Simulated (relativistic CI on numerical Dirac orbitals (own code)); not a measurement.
Radial parameters of Nd XXXV

These numbers are calculated, not measured: Dirac-Coulomb-Breit CI, KLI orbitals optimised for each configuration, a model potential for QED, unscaled Slater integrals (own radial code, finite nucleus).

Slater integrals F^k, G^k are unscaled and averaged over j, outside the closed core [Ne]; ζ comes from projecting the Hamiltonian with its Breit term on Σ l·s of the shell.

- 3s2 3p6 3d8: F^2(3d,3d) = 442780, F^4(3d,3d) = 285100, ζ(3d) = 77159 cm⁻¹; <r>(3d) = 0.2291, <r^2>(3d) = 0.06117 (bohr units).
- 3s2 3p5 3d9: ζ(3p) = 599040, F^2(3p,3d) = 390120, G^1(3p,3d) = 425760, G^3(3p,3d) = 281010, ζ(3d) = 76343 cm⁻¹; <r>(3p) = 0.254, <r^2>(3p) = 0.07466, <r>(3d) = 0.2295, <r^2>(3d) = 0.06139 (bohr units).
- 3s2 3p4 3d10: F^2(3p,3p) = 388820, ζ(3p) = 598610 cm⁻¹; <r>(3p) = 0.2543, <r^2>(3p) = 0.07482 (bohr units).

**Question.** Give the Racah parameters of the d shell in 3s2 3p6 3d8.

**Answer.** B = F²/49 − 5F⁴/441 = 5804 cm⁻¹ and C = 35F⁴/441 = 22627 cm⁻¹.

Averages of the first 10 configurations, taken without configuration mixing, which lowers the lowest level and can move excited configurations by several eV; other configurations of the list can lie among them:

| Configuration | Parity | States | Average energy above the lowest level (eV) |
| --- | --- | --- | --- |
| 3s2 3p6 3d8 | even | 45 | 24.4 |
| 3s2 3p5 3d9 | odd | 60 | 352.7 |
| 3s2 3p4 3d10 | even | 15 | 687.1 |
| 3s 3p6 3d9 | even | 20 | 595.7 |
| 3p6 3d10 | even | 1 | 1175.3 |
| 3s 3p5 3d10 | odd | 12 | 922.7 |
| 3s2 3p6 3d7 4s | even | 240 | 954.7 |
| 3s2 3p6 3d7 4p | odd | 720 | 1044.1 |
| 3s2 3p6 3d7 4d | even | 1200 | 1162.7 |
| 3s2 3p4 3d9 4s | even | 300 | 1603.6 |
